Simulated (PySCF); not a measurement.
**Question.** Write Cartesian coordinates for `C[NH][Ge@H]([NH2])[F]` as optimised with PBE0-D3(BJ)/def2-SVP.

**Answer.** 
```
atom  x, y, z in Å
C1    -1.5980   -0.1684    0.0886
N2    -0.6797    0.2124   -0.9604
Ge3    1.0588    0.5641   -0.6646
N4     1.6659   -0.7085    0.4754
F5     1.3418    2.0265    0.2576
H6    -1.0341   -0.6536    0.8992
H7    -2.3420   -0.8977   -0.2756
H8    -2.1477    0.6835    0.5303
H9    -1.1099    0.6730   -1.7546
H10    1.7463    0.8086   -2.0165
H11    2.4963   -0.4563    1.0026
H12    1.7595   -1.6466    0.0994
```

Orientation and origin are arbitrary. Atoms count from 1 in this order. N2 (nitrogen bonded to C, Ge and H) has angles 123.1°, 116.8° and 114.8°, sum 354.6°, 0.18 Å off the plane of its three neighbours. Ge3 (germanium bonded to F, 2 N and H) is distorted tetrahedral (angles from 101.6° to 121.0°). Of the pairs four or more bonds apart, N4···H6 is among the closest relative to their van der Waals radii: 2.73 Å, 99 % of the sum of Bondi's values. N4 (nitrogen bonded to Ge and 2 H) is pyramidal (angles 116.5°, 115.2° and 110.3°, sum 342.0°, 0.30 Å off the plane of its three neighbours).

Bonds between heavy atoms (Å): C1–N2 1.445, N2–Ge3 1.798, Ge3–N4 1.813, Ge3–F5 1.752.

The calculation used PBE0-D3(BJ)/def2-SVP geometry optimisation, gas phase in PySCF.

Point group: C1 (no symmetry element, even within 0.4 Å). Not checked by PBE0-D3(BJ)/def2-SVP frequencies. One conformer, not necessarily the lowest (C1–N2–Ge3–N4 43°, N2–Ge3–N4–H -158° and 71°).
